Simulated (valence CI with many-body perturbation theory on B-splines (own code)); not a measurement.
Energy levels of Nb9+

Computed by relativistic CI+MBPT: four valence electrons over a frozen Dirac-Fock core [Ar] 3d10, a basis of 11 s, 11 p, 10 d, 8 f, 5 g, 2 h functions for each j, with the one-electron correlation potential Σ1 (screened to all orders), the two-electron term Σ2, the three-electron term Σ3, Breit, model QED; selected single and double excitations, second order for the rest, scaled by the run's own slope (own B-spline code, finite nucleus).

No measured spectrum was set against this ion. As an estimate, levels hold to about 250 cm⁻¹ or 0.2 % of their energy and the worst to 1 %, as in measured heavy ions of charge 2 to 7; those with d or f electrons hold less well. Among the levels kept, up to 740 cm⁻¹ of a level comes from second order outside the variational space, and about a tenth of that is noise between levels of different J, which matters for small intervals.

Levels 1 to 45 of 186, with energies above the lowest level, 4s2 4p2 3P_0. "Leading %" is the weight of the configuration and term that name the level; weights of strongly mixed levels are sums over their largest components and can fall short. In the jj column 3d3/2^4 stands for four electrons in 3d with j = 3/2.

```tsv
No.	Configuration	Term	J	E (eV)	Leading %	g	Leading jj
1	4s2 4p2	3P	0	0.000	89		4s^2 4p1/2^2 (88 %)
2	4s2 4p2	3P	1	1.765	98	1.501	4s^2 4p1/2 4p3/2 (98 %)
3	4s2 4p2	3P	2	2.831	71	1.363	4s^2 4p1/2 4p3/2 (82 %)
4	4s2 4p2	1D	2	5.806	71	1.137	4s^2 4p3/2^2 (82 %)
5	4s2 4p2	1S	0	9.353	88		4s^2 4p3/2^2 (87 %)
6	4s 4p3	5S°	2	22.529	95	1.979	4s 4p1/2 4p3/2^2 (48 %)
7	4s 4p3	3D°	1	28.352	81	0.610	4s 4p1/2^2 4p3/2 (49 %)
8	4s 4p3	3D°	2	28.431	78	1.221	4s 4p1/2 4p3/2^2 (59 %)
9	4s 4p3	3D°	3	29.120	92	1.333	4s 4p1/2 4p3/2^2 (92 %)
10	4s 4p3	3P°	0	32.137	93		4s 4p1/2 4p3/2^2 (93 %)
11	4s 4p3	3P°	1	32.377	82	1.411	4s 4p1/2 4p3/2^2 (67 %)
12	4s 4p3	3P°	2	32.670	66	1.406	4s 4p3/2^3 (48 %)
13	4s 4p3	1D°	2	36.175	65	1.060	4s 4p1/2 4p3/2^2 (45 %)
14	4s 4p3	3S°	1	38.243	66	1.689	4s 4p1/2 4p3/2^2 (60 %)
15	4s 4p3	1P°	1	41.449	62	1.289	4s 4p3/2^3 (62 %)
16	4s2 4p 4d	3F°	2	43.355	93	0.682	4s^2 4p1/2 4d3/2 (83 %)
17	4s2 4p 4d	3F°	3	44.464	94	1.087	4s^2 4p1/2 4d5/2 (59 %)
18	4s2 4p 4d	3F°	4	46.168	97	1.250	4s^2 4p3/2 4d5/2 (97 %)
19	4s2 4p 4d	3P°	2	47.263	38	1.218	4s^2 4p1/2 4d5/2 (72 %)
20	4s2 4p 4d	3D°	1	48.341	49	0.934	4s^2 4p1/2 4d3/2 (76 %)
21	4s2 4p 4d	1D°	2	49.208	36	1.165	4s^2 4p3/2 4d5/2 (40 %)
22	4s2 4p 4d	3P°	0	49.827	92		4s^2 4p3/2 4d3/2 (92 %)
23	4s2 4p 4d	3P°	1	50.221	53	1.081	4s^2 4p3/2 4d3/2 (82 %)
24	4s2 4p 4d	3D°	3	50.463	85	1.315	4s^2 4p3/2 4d5/2 (50 %)
25	4s2 4p 4d	3D°	2	50.585	59	1.269	4s^2 4p3/2 4d3/2 (46 %)
26	4s2 4p 4d	1F°	3	54.163	92	1.014	4s^2 4p3/2 4d5/2 (42 %)
27	4s2 4p 4d	1P°	1	54.986	85	0.984	4s^2 4p3/2 4d5/2 (70 %)
28	4p4	3P	2	58.324	61	1.400	4p1/2^2 4p3/2^2 (74 %)
29	4p4	3P	0	60.553	65		4p1/2^2 4p3/2^2 (54 %)
30	4p4	3P	1	60.629	74	1.499	4p1/2 4p3/2^3 (74 %)
31	4p4	1D	2	61.444	60	1.099	4p1/2 4p3/2^3 (73 %)
32	4s 4p2 4d	5F	1	64.012	93	0.067	4s 4p1/2^2 4d3/2 (50 %)
33	4s 4p2 4d	5F	2	64.350	87	1.051	4s 4p1/2 4p3/2 4d3/2 (38 %)
34	4s 4p2 4d	5F	3	64.920	83	1.288	4s 4p1/2 4p3/2 4d3/2 (39 %)
35	4s 4p2 4d	5F	4	65.792	86	1.365	4s 4p1/2 4p3/2 4d5/2 (74 %)
36	4s 4p2 4d	5D	0	66.248	95		4s 4p1/2 4p3/2 4d3/2 (86 %)
37	4s 4p2 4d	5D	1	66.377	92	1.449	4s 4p1/2 4p3/2 4d3/2 (72 %)
38	4s 4p2 4d	5D	2	66.537	81	1.429	4s 4p1/2 4p3/2 4d3/2 (52 %)
39	4s 4p2 4d	5D	3	66.774	70	1.428	4s 4p1/2 4p3/2 4d3/2 (36 %)
40	4s 4p2 4d	5F	5	66.840	96	1.393	4s 4p1/2 4p3/2 4d5/2 (52 %)
41	4s 4p2 4d	5D	4	67.276	72	1.441	4s 4p1/2 4p3/2 4d5/2 (50 %)
42	4p4	1S	0	67.523	63		4p3/2^4 (47 %)
43	4s 4p2 4d	3F	2	68.364	90	0.698	4s 4p1/2 4p3/2 4d5/2 (38 %)
44	4s 4p2 4d	3F	3	69.150	82	1.126	4s 4p1/2 4p3/2 4d5/2 (44 %)
45	4s 4p2 4d	3F	4	70.386	75	1.282	4s 4p3/2^2 4d5/2 (72 %)
```

Names give the largest LS component (configuration and term), which can be under half, so a name can repeat, a term be missing and a line seem to break the LS rules; names also repeat where a configuration has a term twice.

The ionisation energy to 4s2 4p 2P°_1/2 of the next ion comes out as 180.39 eV (NIST: 180 ± 2.2 eV (theoretical)). All 186 levels together are meant to be complete up to 108.673 eV.
